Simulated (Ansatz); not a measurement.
# Ligand exchange: Sn(CH3)(NH2) + In(NH2)3 → Sn(NH2)2 + In(CH3)(NH2)2

Species: Sn(CH3)(NH2), singlet; In(NH2)3, singlet; Sn(NH2)2, singlet; In(CH3)(NH2)2, singlet. The partners trade CH3 for NH2: Sn–CH3 and In–NH2 bonds give way to Sn–NH2 and In–CH3.

Shapes, held fixed at every level: PBE0-D4/def2-TZVP. Flexible molecules stand in one conformer, not always the lowest. Programs: Ansatz 0.2.0. The zero-point and thermal change to 298 K, harmonic and unscaled (PBE0-D4/def2-TZVP), is -0.3 kJ/mol.

| level | kind | ΔH(298 K) (kJ/mol) | less CCSD(T)/def2-TZVPP |
| --- | --- | --- | --- |
| SPW92/def2-TZVPP | LDA | -47.6 | -8.9 |
| r2SCAN-D4/def2-TZVPP | meta-GGA | -44.9 | -6.2 |
| BHLYP-D4/def2-TZVPP | global hybrid | -44.1 | -5.4 |
| PBE0-D4/def2-TZVPP | global hybrid | -42.2 | -3.5 |
| wB97M-V/def2-TZVPP | range-separated hybrid | -43.7 | -5.0 |
| wB97X-V/def2-TZVPP | range-separated hybrid | -43.4 | -4.7 |
| CCSD(T)/def2-TZVPP | coupled cluster or CI | -38.7 | 0.0 |

The highest level, CCSD(T)/def2-TZVPP, gives ΔH(298 K) = -38.7 kJ/mol; the levels span -47.6 to -38.7. The column of differences is taken from that level and isn't an error. No measured value is set beside it here. For atoms past krypton def2 sets carry core potentials with scalar relativity. Outer-core shells of In, Sn are correlated, in sets that cover them unevenly. CCSD(T)/def2-TZVPP lies outside the range of all other levels here, so it shouldn't be taken on trust.
